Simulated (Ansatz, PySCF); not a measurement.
Ways to break one bond of N[Si](N)(N)F:

A. N[Si](N)(N)F -> N[Si](N)N + F atom
B. N[Si](N)(N)F → [NH][Si](N)(N)F + H atom
C. N[Si](N)(N)F → N[Si](N)F + [NH2] (NH2)

Quantity: bond dissociation energy (enthalpy at 298 K, with B3LYP-D3(BJ) rigid-rotor harmonic-oscillator terms), kJ/mol. Geometries: B3LYP-D3(BJ)/def2-TZVP minima from Ansatz (a first-principles code), one conformer each, not searched for the lowest. Frequencies are from Ansatz or PySCF. Correlated levels leave the core frozen unless marked. Open shells are spin-unrestricted. No spin-orbit coupling. Non-relativistic. Basis-set limits of correlation are two-point, X^-3; Hartree-Fock from the larger set. The bracket is a focal-point correction in the basis named.

```
   HF/cc-pV(Q+d)Z (Ansatz)  HSE06-D3(BJ)/def2-TZVPD (Ansatz + dftd3)  RPA@PBE/cc-pV(T+d)Z (Ansatz)  RI-MP2/CBS(cc-pV(T+d)Z,cc-pV(Q+d)Z)+[CCSD(T)-MP2]/cc-pV(T+d)Z (Ansatz)
-  -----------------------  ----------------------------------------  ----------------------------  ----------------------------------------------------------------------
A                    543.1                                     659.8                         631.4                                                              (withheld)
B                    347.5                                     456.1                         455.6                                                              (withheld)
C                    363.9                                     459.2                         449.5                                                              (withheld)
```

Problem. Complete the blanks.

Solution. 
- A, RI-MP2/CBS(cc-pV(T+d)Z,cc-pV(Q+d)Z)+[CCSD(T)-MP2]/cc-pV(T+d)Z (Ansatz): 700.3
- B, RI-MP2/CBS(cc-pV(T+d)Z,cc-pV(Q+d)Z)+[CCSD(T)-MP2]/cc-pV(T+d)Z (Ansatz): 479.9
- C, RI-MP2/CBS(cc-pV(T+d)Z,cc-pV(Q+d)Z)+[CCSD(T)-MP2]/cc-pV(T+d)Z (Ansatz): 488.9
